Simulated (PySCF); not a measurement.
A structure optimised at r2SCAN-D4/def2-SVP, used in a PySCF frequency run:

```xyz
10

B      0.1414     0.5145     0.0000
Cl     1.9120     0.5947     0.0000
N     -0.5196    -0.7551     0.0000
C     -0.4597    -1.9621     0.0000
O     -0.4917    -3.1302     0.0000
O     -0.5317     1.6733     0.0000
C     -1.9468     1.7674     0.0000
H     -2.2629     2.3261     0.8935
H     -2.2629     2.3261    -0.8935
H     -2.4220     0.7743     0.0000
```

Problem. Write its SMILES, formula and point group.

Solution. COB(Cl)N=C=O, C2H3BClNO2, Cs

Problem. What are its rotational constants (standard atomic weights)?

Solution. 2.4613, 1.5625, 0.96161 GHz
